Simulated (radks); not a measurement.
All-electron atom: Co II in [Ar] 3d8. Method: scalar-relativistic Kohn-Sham, HCTH/407, spin-polarised, spherical densities, finite nucleus; open shells are filled with parallel spins first; Fermi nuclear charge, rms radius 3.7875 fm; computed with a radial shooting solver on a logarithmic mesh with Libxc functionals.

Local quantities along the radius. ELF = 1/(1 + alpha^2) is the electron localisation function; alpha = (tau - tau_W)/tau_unif compares the Pauli kinetic energy density with that of the uniform gas (summed over spins). tau is taken from the large components.

| r (bohr) | ELF | alpha |
|---|---|---|
| 0.004817 | 1.000 | 0.01887 |
| 0.006273 | 1.000 | 0.02079 |
| 0.008234 | 0.999 | 0.02388 |
| 0.01081 | 0.999 | 0.02881 |
| 0.01419 | 0.999 | 0.03700 |
| 0.01862 | 0.997 | 0.05151 |
| 0.02444 | 0.994 | 0.07948 |
| 0.03208 | 0.981 | 0.1392 |
| 0.04211 | 0.927 | 0.2810 |
| 0.05483 | 0.725 | 0.6153 |
| 0.07197 | 0.383 | 1.269 |
| 0.09447 | 0.287 | 1.577 |
| 0.124 | 0.496 | 1.008 |
| 0.1628 | 0.757 | 0.5673 |
| 0.2136 | 0.817 | 0.4740 |
| 0.2804 | 0.605 | 0.8085 |
| 0.3681 | 0.201 | 1.996 |
| 0.4793 | 0.325 | 1.441 |
| 0.6291 | 0.707 | 0.6440 |
| 0.8257 | 0.770 | 0.5458 |
| 1.084 | 0.640 | 0.7500 |
| 1.423 | 0.355 | 1.348 |
| 1.867 | 0.138 | 2.502 |
| 2.451 | 0.052 | 4.271 |
| 3.217 | 0.017 | 7.637 |
| 4.189 | 0.004 | 16.84 |
| 5.499 | 0.000 | 57.77 |
| 7.217 | 0.000 | 315.9 |

On this mesh the ELF has minima near r = 0.094, 0.42 bohr, which separate the shells, and maxima near 0.21 (0.82), 0.83 (0.77).
